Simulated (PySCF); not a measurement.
## Ionisation energy of C⁺ by level of theory

C⁺ [He] 2s2 2p1 (2P) → C²⁺ [He] 2s2 (1S), as a difference of total energies. All numbers are calculated (PySCF 2.14, the spin-free X2C one-electron Hamiltonian (Gaussian nucleus), in ANO-RCC-VTZP (4s3p2d1f, 30 functions)). Correlated levels: valence: 1s2 frozen. The calculations carry no spin-orbit coupling.

```tsv
method	ionisation energy (eV)	plus first-order spin-orbit estimate	error of that sum (eV)
UHF	24.174	24.179	-0.204
MP2 (valence)	24.387	24.393	+0.010
SCS-MP2 (valence)	24.347	24.352	-0.031
CCSD (valence)	24.221	24.226	-0.157
CCSD(T) (valence)	24.253	24.258	-0.125
CCSDT (valence)	24.262	24.267	-0.116
FCI (valence)	24.262	24.267	-0.116
```

Reference: 24.383 eV (measured; NIST Atomic Spectra Database, ionization energies).

A first-order spin-orbit estimate (lowest level to lowest level, LS coupling) adds 0.005 eV.

Errors of the correlated levels include the incompleteness of this basis and the frozen core.

The coupled-cluster amplitudes are large for C²⁺ (T1 above 0.03 or a double amplitude above 0.15), so a single reference is strained.
